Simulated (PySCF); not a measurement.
Geometry:
```tsv
atom	x (Å)	y (Å)	z (Å)
Cd1	0.005	0.004	0.000
C2	-0.004	-0.013	2.115
H3	-0.441	0.915	2.516
H4	1.017	-0.108	2.515
H5	-0.597	-0.859	2.497
C6	0.006	0.014	-2.115
H7	-1.023	0.017	-2.507
H8	0.517	-0.875	-2.513
H9	0.519	0.906	-2.508
```

Geometry: PBE0-D3(BJ)/def2-SVP; GIAO absolute shieldings from PySCF, gas phase, scalar relativity only through the core potential, averaged over equivalent atoms.

At PBE0/pcSseg-1 (def2-TZVP on Cd) (104 basis functions, 5.1 s wall time on 1 thread of an x86-64 server CPU, shared host):
```tsv
atoms	σ (ppm)
C2/C6	194.9
H3/H4/H5/H7/H8/H9	31.56
```

**Question.** What do these become at wB97X-D/pcSseg-1 (def2-TZVP on Cd)?

**Answer.** 
| atoms | σ at wB97X-D/pcSseg-1 (def2-TZVP on Cd) | change |
| --- | --- | --- |
| C2/C6 | 195.8 | +0.9 |
| H3/H4/H5/H7/H8/H9 | 31.69 | +0.13 |

The largest change is at C2/C6 (carbon bonded to Cd, 3 H). Cost: 104 basis functions, 6.4 s wall time on 1 thread of an x86-64 server CPU, shared host.

Cd is described by an effective core potential, so it has no shielding of its own here; spin–orbit effects on the atoms bonded to it, which can be large, are absent, and the values of these neighbours are rough.
